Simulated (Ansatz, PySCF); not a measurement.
AlI3, SMILES [I][Al]([I])[I].

Geometry: PBE0-D3(BJ)/def2-SVP. The isomer is the one that the SMILES or the coordinates give; other isomers of the formula were not compared. The def2 effective core potentials stand for the cores of I; spin–orbit coupling is left out.

Vertical ionisation energy (IE) and electron affinity (EA) in eV. Rows of orbital energies are one-electron estimates. Where ΔSCF, EOM or ADC give a negative EA the extra electron is unbound and the value depends on the basis.

```tsv
level	IE	EA
−ε(HOMO), −ε(LUMO), M06-2X/def2-TZVP (PySCF)	8.88	1.34
−ε(HOMO), −ε(LUMO), PBE/def2-TZVP (PySCF)	6.61	2.67
ΔSCF, PBE0/def2-SVPD (Ansatz), final states of multiplicity 2 and 2	9.41	0.71
ΔSCF, PBE/def2-SVPD (Ansatz), final states of multiplicity 2 and 2	8.95	0.81
```

Task: What vertical singlet–triplet gap does ΔSCF give with PBE0/def2-SVPD (Ansatz, a first-principles code) and with PBE/def2-SVPD (Ansatz)? (Estimate from the structure and the level; the computed values follow.)

Result: 4.33 and 3.83 eV (triplet above singlet where positive).
